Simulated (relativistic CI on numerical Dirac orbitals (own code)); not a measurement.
## Slater and spin-orbit integrals, Sr28+

Computed by Dirac-Coulomb-Breit CI, separate exchange-only KLI orbitals for each configuration, model QED (radiative potential, 1s self-energy scaled to tabulated hydrogen-like ionisation energies), unscaled Slater integrals (own radial code, finite nucleus).

Slater integrals F^k, G^k are unscaled and averaged over j, outside the closed core 1s2; ζ comes from projecting the Hamiltonian with its Breit term on Σ l·s of the shell.

- 2s²2p⁵3s: ζ(2p) = 376320, G^1(2p,3s) = 65789 cm⁻¹; <r>(2p) = 0.1451, <r^2>(2p) = 0.02558, <r>(3s) = 0.4059, <r^2>(3s) = 0.1872 (bohr units).
- 2s²2p⁵3p: ζ(2p) = 376090, F^2(2p,3p) = 170950, G^0(2p,3p) = 67734, G^2(2p,3p) = 74621, ζ(3p) = 94362 cm⁻¹; <r>(2p) = 0.1452, <r^2>(2p) = 0.02562, <r>(3p) = 0.392, <r^2>(3p) = 0.1771 (bohr units).
- 2s²2p⁵3d: ζ(2p) = 376550, F^2(2p,3d) = 224810, G^1(2p,3d) = 211310, G^3(2p,3d) = 122140, ζ(3d) = 11891 cm⁻¹; <r>(2p) = 0.1453, <r^2>(2p) = 0.02564, <r>(3d) = 0.3446, <r^2>(3d) = 0.1367 (bohr units).

Averages of the first 10 configurations, taken without configuration mixing, which lowers the lowest level and can move excited configurations by several eV; other configurations of the list can lie among them:

| Configuration | Parity | States | Average energy above the lowest level (eV) |
| --- | --- | --- | --- |
| 2s²2p⁶ | even | 1 | 0.0 |
| 2s²2p⁵3s | odd | 12 | 1901.6 |
| 2s²2p⁵3p | even | 36 | 1971.1 |
| 2s²2p⁵3d | odd | 60 | 2052.8 |
| 2s2p⁶3s | even | 4 | 2147.5 |
| 2s2p⁶3p | odd | 12 | 2214.9 |
| 2s2p⁶3d | even | 20 | 2296.2 |
| 2s²2p⁵4s | odd | 12 | 2571.6 |
| 2s²2p⁵4p | even | 36 | 2600.0 |
| 2s²2p⁵4d | odd | 60 | 2631.1 |
